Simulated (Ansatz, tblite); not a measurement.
Removing an electron: Co(SH)2 (CoH₂S₂). The state is a quartet with charge 0. Geometry: r2SCAN-D4/def2-TZVP. Ansatz, gas phase; energy differences of separate SCF runs; the oxidised species is a quintet (the triplet lies 0.77 eV higher at PBE0-D4/def2-TZVP).

Cartesian coordinates in Å:
```
Co -0.0018 0.0002 0.0020
S -2.0053 0.1420 -0.7923
H -1.7694 1.1899 -1.6084
S 2.0041 -0.1426 0.7905
H 1.7725 -1.1896 1.6082
```

The xTB rows come from tblite. HOMO above LUMO, or a gap near zero within one spin, warns that the state may not be the lowest or that an electron is smeared out. The order of the spin states hangs on the level: the triplet lies 0.28 eV below the quintet at PBE-D4/def2-TZVP, but 0.91 eV above it at r2SCAN-D4/def2-TZVP. The triplet is doubtful at r2SCAN-D4/def2-TZVP (⟨S²⟩ 2.99, where a pure state has 2.00).

```tsv
level	−HOMO (eV)	vertical IE (eV)	−LUMO (eV)	HOMO–LUMO gap (eV)	remarks
GFN1-xTB	–	15.20	–	–	–
GFN2-xTB	–	13.77	–	–	–
PBE-D4/def2-TZVP	5.97	9.05	5.08	0.89	gap within one spin near zero (+1 quintet)
r2SCAN-D4/def2-TZVP	6.49	9.13	4.53	1.96	–
PBE0-D4/def2-TZVP	7.33	9.43	3.46	3.87	–
```

Relaxing the oxidised species (r2SCAN-D4/def2-TZVP) changes its energy by -0.48 eV at PBE-D4/def2-TZVP, so the adiabatic ionisation energy to this nearest minimum is 8.57 eV. At PBE0-D4/def2-TZVP it is 8.99 eV.    HOMO and LUMO are the levels of the spin that leaves or enters (xTB has no such levels and no spin-polarisation term). Other spin states of the ions may lie lower, which would lower the ionisation energy or raise the affinity. Raw xTB energy differences between charge states are shifted by several eV; the methods need an empirical correction for them.
